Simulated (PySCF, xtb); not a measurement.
Ga(Br)(OH)2 (BrGaH2O2), SMILES [OH][Ga]([Br])[OH]. The values are those of a single conformer.

Harmonic wavenumbers (cm⁻¹) from GFN2-xTB (xtb) at its own minimum, in rising order: 102, 133, 150, 295, 318, 327, 521, 560, 606, 624, 3609, 3642.

**Question.** What does PySCF with PBE0-D3(BJ)/def2-SVP give at its own minimum? (Estimate from the structure and the level; the computed values follow.)

**Answer.** 131, 172, 175, 312, 329, 350, 705, 753, 815, 844, 3899, 3912. Paired by order, the mean absolute difference is 126 cm⁻¹ and the zero-point energies are 15.6 and 17.7 kcal/mol.
